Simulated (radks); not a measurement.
Tm LXIII, configuration [He] 2s2 2p3.

Calculated with a radial shooting solver on a logarithmic mesh with Libxc functionals: scalar-relativistic Kohn-Sham, SCAN, spin-polarised, spherical densities, finite nucleus; open shells are filled with parallel spins first (spin-orbit coupling, left out, can overturn this in heavy ions); meta-GGA in the generalised Kohn-Sham scheme; Fermi nuclear charge, rms radius 5.2256 fm.

Energy parts (hartree):
total: -7938.6068
kinetic: 8945.5551
electron-nucleus: -17197.1473
Hartree: 407.7928
exchange-correlation: -94.8074

Orbitals (lengths in bohr, moments of r in powers of bohr; r(90%) holds 90 % of the orbital's charge):
| orbital | occ. | eigenvalue (hartree) | r(90%) | <r> |
|---|---|---|---|---|
| 1s up | 1 | -2411.694 | 0.0362 | 0.01997 |
| 1s down | 1 | -2409.099 | 0.0362 | 0.01995 |
| 2s up | 1 | -573.2045 | 0.127 | 0.08212 |
| 2s down | 1 | -569.1200 | 0.127 | 0.08240 |
| 2p up | 3 | -534.1460 | 0.117 | 0.07234 |

The highest occupied level is 2p up at -14534.9 eV. The electron density at the nucleus is 9.811e+05 e/bohr^3 (large components only). The density falls to 0.001 e/bohr^3 at r = 0.32 bohr. Summed over all electrons, <r^2> = 0.03607 bohr^2, which gives a Langevin (diamagnetic) susceptibility term of -0.0286 x 10^-6 cm^3/mol. The spin density at the nucleus is -110.6 e/bohr^3 (1s -780.7, 2s 670.1). For comparison, the ionisation energy in NIST's Atomic Spectra Database is 14300 eV (theoretical). In exact Kohn-Sham theory the highest level is minus the ionisation energy, but local and semilocal functionals leave it too shallow, through self-interaction and a potential that decays too fast; potentials with the right tail come closer. Spin moment in Bohr magnetons: 3.

Empty levels of this run are not shown, since the potential may be unsettled where no density lies.
